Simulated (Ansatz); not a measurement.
Computed with Ansatz on PBE0-D4/def2-TZVP structures; ΔE is electronic, products minus reactants. CCSD(T)/CBS is the MP2 limit (def2-TZVPP, def2-QZVPP) plus CCSD(T) − MP2 in def2-TZVPP, frozen cores. Functionals use def2-TZVPP. HSE06 is defined as in plane-wave codes. For Ge outer-core shells are correlated without core-valence functions, which leaves a few kJ/mol of doubt a bond. Scalar relativity is left out up to krypton. One conformer a species, not always the lowest.

Consider the formal exchange of groups at a Ge–Ge bond: `[SiH3][SiH2][GeH2][GeH2][SiH2][GeH3]` + `[SiH3][SiH2][SiH3]` → `[SiH3][SiH2][SiH2][GeH2][SiH2][SiH3]` + `[GeH3][SiH2][GeH3]`.

`[SiH3][SiH2][GeH2][GeH2][SiH2][GeH3]`:

```xyz
20

Si    1.865   -1.483    1.313
Si    2.508    0.327   -0.021
Ge    0.836    2.023   -0.122
Ge   -0.901    1.452   -1.718
Si   -1.737   -0.730   -1.275
Ge   -2.405   -0.869    1.005
H     0.682   -2.173    0.735
H     1.517   -1.005    2.678
H     2.979   -2.464    1.418
H     3.763    0.903    0.538
H     2.797   -0.146   -1.404
H     0.202    2.211    1.270
H     1.477    3.365   -0.527
H    -0.316    1.529   -3.141
H    -2.045    2.480   -1.618
H    -2.894   -1.046   -2.158
H    -0.659   -1.719   -1.547
H    -3.678   -0.034    1.226
H    -2.688   -2.319    1.428
H    -1.302   -0.303    1.917
```

`[SiH3][SiH2][SiH3]`:

Cartesian coordinates in Å:
```
Si 1.519 -1.220 0.114
Si -0.448 -0.191 0.849
Si -1.191 1.360 -0.736
H 2.012 -2.212 1.107
H 2.575 -0.193 -0.100
H 1.270 -1.918 -1.176
H -0.196 0.500 2.145
H -1.500 -1.223 1.071
H -1.453 0.672 -2.029
H -0.146 2.396 -0.955
H -2.442 2.030 -0.290
```

`[SiH3][SiH2][SiH2][GeH2][SiH2][SiH3]`:

```xyz
20

Si   -1.809    1.830   -0.774
Si   -1.062   -0.048   -1.952
Si    1.271   -0.002   -2.061
Ge    2.156    0.148    0.145
Si    1.177   -1.486    1.580
Si   -0.885   -0.803    2.446
H    -1.575    3.050   -1.593
H    -3.257    1.736   -0.451
H    -1.045    1.968    0.496
H    -1.667   -0.065   -3.314
H    -1.476   -1.291   -1.244
H     1.791   -1.240   -2.704
H     1.718    1.169   -2.866
H     3.685   -0.051    0.107
H     1.886    1.554    0.716
H     1.009   -2.759    0.824
H     2.099   -1.751    2.721
H    -1.381   -1.800    3.434
H    -0.737    0.511    3.125
H    -1.899   -0.669    1.366
```

`[GeH3][SiH2][GeH3]`:

Cartesian coordinates in Å:
```
Ge 1.449 0.802 1.098
Si 0.541 -0.474 -0.693
Ge -1.836 -0.463 -0.603
H 2.986 0.808 1.058
H 0.999 0.214 2.446
H 0.952 2.255 1.016
H 1.036 -1.875 -0.607
H 0.993 0.099 -1.991
H -2.362 0.979 -0.702
H -2.317 -1.061 0.730
H -2.443 -1.284 -1.753
```

```csv
level,ΔE (kcal/mol)
HSE06-D4,2.8
ωB97M-V,3.6
MP2/def2-SVP,3.7
CCSD/def2-TZVPP,4.2
```

(1) What does CCSD(T)/CBS give? (An estimate is asked.)

Largest T1 diagnostic among the species: 0.013.

## Answers

(1) The calculation gave: +3.7 kcal/mol. The listed levels differ from it by -0.9, -0.1, 0.0, 0.5 kcal/mol.

Leaving LDA and LC-ωPBE aside and taking each functional with its dispersion term where it has one, the values, not all of them listed here, spread over 2.9 kcal/mol, from B97M-V to B2PLYP.
